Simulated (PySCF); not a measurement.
C2Cl2O2Pt (SMILES [O+]#[C-]->[Pt]([Cl])([Cl])<-[C-]#[O+]), singlet, geometry from GFN2-xTB (such geometries of metal compounds can be far from the true shape) (core potentials on Pt); DF-M062X/def2-SVP in PySCF.

The PySCF input:
```python
from pyscf import gto, scf, dft

mol = gto.Mole()
mol.atom = '''
    Pt    0.000000    0.000000   -0.000000
    Cl    2.122640   -0.925536    0.001587
    Cl   -2.122640    0.925536   -0.001587
    O     1.140191    2.793476    0.029027
    C     0.726436    1.746043    0.018205
    O    -1.140191   -2.793476   -0.029027
    C    -0.726436   -1.746043   -0.018205
'''
mol.basis = 'def2-svp'
mol.ecp = {'Pt': 'def2-svp'}
mol.charge = 0
mol.spin = 0
mol.verbose = 4
mol.build()

mf = dft.RKS(mol)
mf.xc = 'm062x'
mf = mf.density_fit(auxbasis='def2-universal-jkfit')
mf.kernel()
mf.analyze()
```

Output, abridged:

```
PySCF version 2.14.0

[INPUT] verbose = 4
[INPUT] num. atoms = 7
[INPUT] num. electrons = 80
[INPUT] charge = 0
[INPUT] spin (= nelec alpha-beta = 2S) = 0
[INPUT] symmetry False subgroup None
[INPUT] Mole.unit = angstrom
[INPUT] Symbol           X                Y                Z      unit          X                Y                Z       unit  Magmom
[INPUT]  1 Pt     0.000000000000   0.000000000000   0.000000000000 AA    0.000000000000   0.000000000000   0.000000000000 Bohr   0.0
[INPUT]  2 Cl     2.122640000000  -0.925536000000   0.001587000000 AA    4.011208261047  -1.749009558425   0.002998995360 Bohr   0.0
[INPUT]  3 Cl    -2.122640000000   0.925536000000  -0.001587000000 AA   -4.011208261047   1.749009558425  -0.002998995360 Bohr   0.0
[INPUT]  4 O      1.140191000000   2.793476000000   0.029027000000 AA    2.154648719694   5.278904575546   0.054853080218 Bohr   0.0
[INPUT]  5 C      0.726436000000   1.746043000000   0.018205000000 AA    1.372765087025   3.299543071714   0.034402464098 Bohr   0.0
[INPUT]  6 O     -1.140191000000  -2.793476000000  -0.029027000000 AA   -2.154648719694  -5.278904575546  -0.054853080218 Bohr   0.0
[INPUT]  7 C     -0.726436000000  -1.746043000000  -0.018205000000 AA   -1.372765087025  -3.299543071714  -0.034402464098 Bohr   0.0

nuclear repulsion = 497.851292760027
number of shells = 52
number of NR pGTOs = 225
number of NR cGTOs = 124
basis = def2-svp
ecp = {'Pt': 'def2-svp'}

******** <class 'pyscf.df.df_jk.DFRKS'> ********
method = DFRKS
initial guess = minao
damping factor = 0
level_shift factor = 0
DIIS = <class 'pyscf.scf.diis.CDIIS'>
diis_start_cycle = 1
diis_space = 8
diis_damp = 0
SCF conv_tol = 1e-09
SCF conv_tol_grad = None
SCF max_cycles = 50
direct_scf = False
XC library pyscf.dft.libxc version 7.1.2
    S. Lehtola, C. Steigemann, M. J. T. Oliveira, and M. A. L. Marques,  SoftwareX 7, 1–5 (2018)
XC functionals = m062x
    Y. Zhao and D. G. Truhlar,  Theor. Chem. Acc. 120, 215 (2008)
    Y. Zhao and D. G. Truhlar,  Theor. Chem. Acc. 120, 215 (2008)
radial grids:
    Treutler-Ahlrichs [JCP 102, 346 (1995); DOI:10.1063/1.469408] (M4) radial grids

becke partition: Becke, JCP 88, 2547 (1988); DOI:10.1063/1.454033
pruning grids: <function nwchem_prune>
grids dens level: 3
symmetrized grids: False
atomic radii adjust function: <function treutler_atomic_radii_adjust>
small_rho_cutoff = 0
Set gradient conv threshold to 3.16228e-05
Initial guess from minao.
tot grids = 118472
******** <class 'pyscf.df.df.DF'> ********
auxbasis = def2-universal-jkfit
init E= -1254.77817341691
  HOMO = -0.666983830615807  LUMO = -0.522238032804722  gap/eV = 3.93873
cycle= 1 E= -1265.33595738021  delta_E= -10.6  |g|= 1.31  |ddm|= 8.92
  HOMO = -0.0592499310149527  LUMO = -0.0405923839965558  gap/eV = 0.50770
cycle= 2 E= -1261.04985284947  delta_E= 4.29  |g|= 4.32  |ddm|= 5.05
  HOMO = -0.303899937937719  LUMO = -0.0853613070691477  gap/eV = 5.94674
cycle= 3 E= -1265.75780842958  delta_E= -4.71  |g|= 0.434  |ddm|= 4.23
  HOMO = -0.315353622536484  LUMO = -0.0903277941483004  gap/eV = 6.12326
cycle= 4 E= -1265.77588427413  delta_E= -0.0181  |g|= 0.329  |ddm|= 0.456
  HOMO = -0.328285027250645  LUMO = -0.0888844791030374  gap/eV = 6.51442
cycle= 5 E= -1265.79529242071  delta_E= -0.0194  |g|= 0.0323  |ddm|= 0.21
  HOMO = -0.325657995479279  LUMO = -0.0812010922104412  gap/eV = 6.65201
cycle= 6 E= -1265.79558887784  delta_E= -0.000296  |g|= 0.00817  |ddm|= 0.0462
  HOMO = -0.326725634967428  LUMO = -0.0820690297719652  gap/eV = 6.65745
cycle= 7 E= -1265.79561949897  delta_E= -3.06e-05  |g|= 0.00185  |ddm|= 0.0151
  HOMO = -0.326820346468225  LUMO = -0.0819810537079557  gap/eV = 6.66242
cycle= 8 E= -1265.79562284786  delta_E= -3.35e-06  |g|= 0.000894  |ddm|= 0.00638
  HOMO = -0.326708106396572  LUMO = -0.0820416324038458  gap/eV = 6.65771
cycle= 9 E= -1265.79562325412  delta_E= -4.06e-07  |g|= 0.00021  |ddm|= 0.00213
  HOMO = -0.32672993020103  LUMO = -0.0820287987457853  gap/eV = 6.65866
cycle= 10 E= -1265.79562329891  delta_E= -4.48e-08  |g|= 6.67e-05  |ddm|= 0.000752
  HOMO = -0.326735525053196  LUMO = -0.0820337047967639  gap/eV = 6.65868
cycle= 11 E= -1265.79562330417  delta_E= -5.25e-09  |g|= 1.92e-05  |ddm|= 0.000277
  HOMO = -0.32673782082648  LUMO = -0.0820322381642928  gap/eV = 6.65878
cycle= 12 E= -1265.79562330464  delta_E= -4.78e-10  |g|= 4.09e-06  |ddm|= 9.77e-05
  HOMO = -0.326737693339216  LUMO = -0.0820316557305905  gap/eV = 6.65879
Extra cycle  E= -1265.79562330466  delta_E= -1.34e-11  |g|= 3.72e-06  |ddm|= 1.31e-05
converged SCF energy = -1265.79562330466
**** SCF Summaries ****
Total Energy =                       -1265.795623304657056
Nuclear Repulsion Energy =             497.851292760026979
One-electron Energy =                -2777.965452342000845
Two-electron Energy =                 1014.318536277316753
Two-electron Coulomb Energy =         1110.168541344870846
DFT Exchange-Correlation Energy =      -95.850005067554122
HOMO-LUMO gap [eV] =                     6.658790450792941
**** MO energy ****
MO #1   energy= -102.613041538145  occ= 2
MO #2   energy= -102.613035839725  occ= 2
MO #3   energy= -19.8024338659046  occ= 2
MO #4   energy= -19.8024278004936  occ= 2
MO #5   energy= -10.757427024384   occ= 2
MO #6   energy= -10.757418182538   occ= 2
MO #7   energy= -9.78036310407147  occ= 2
MO #8   energy= -9.78034453139633  occ= 2
MO #9   energy= -7.50671233171609  occ= 2
MO #10  energy= -7.50669873201785  occ= 2
MO #11  energy= -7.50135929493392  occ= 2
MO #12  energy= -7.5013573543841   occ= 2
MO #13  energy= -7.50119211367776  occ= 2
MO #14  energy= -7.50119151544651  occ= 2
MO #15  energy= -4.19008829561153  occ= 2
MO #16  energy= -2.42323521476065  occ= 2
MO #17  energy= -2.39892621527654  occ= 2
MO #18  energy= -2.36979750014131  occ= 2
MO #19  energy= -1.33508027410927  occ= 2
MO #20  energy= -1.33485986642544  occ= 2
MO #21  energy= -0.887239726445047 occ= 2
MO #22  energy= -0.869479050436375 occ= 2
MO #23  energy= -0.770180752314171 occ= 2
MO #24  energy= -0.718133298935514 occ= 2
MO #25  energy= -0.677997546466835 occ= 2
MO #26  energy= -0.628053034225121 occ= 2
MO #27  energy= -0.62426041963913  occ= 2
MO #28  energy= -0.615109792993781 occ= 2
MO #29  energy= -0.614396934943847 occ= 2
MO #30  energy= -0.566233835608999 occ= 2
MO #31  energy= -0.499463780035356 occ= 2
MO #32  energy= -0.490776894820275 occ= 2
MO #33  energy= -0.459337424010789 occ= 2
MO #34  energy= -0.448980908957626 occ= 2
MO #35  energy= -0.390695635314662 occ= 2
MO #36  energy= -0.384177835339521 occ= 2
MO #37  energy= -0.371997715855343 occ= 2
MO #38  energy= -0.365584266469689 occ= 2
MO #39  energy= -0.34125358883178  occ= 2
MO #40  energy= -0.326737693339216 occ= 2
MO #41  energy= -0.0820316557305905 occ= 0
MO #42  energy= -0.054102809898347 occ= 0
MO #43  energy= -0.0460389607174363 occ= 0
MO #44  energy= 0.00862618083278339 occ= 0
MO #45  energy= 0.00918841146586834 occ= 0
MO #46  energy= 0.0716332843298909 occ= 0
MO #47  energy= 0.0734611784954795 occ= 0
MO #48  energy= 0.0871673296715216 occ= 0
Dipole moment(X, Y, Z, Debye):  0.00000,  0.00000,  0.00000
```
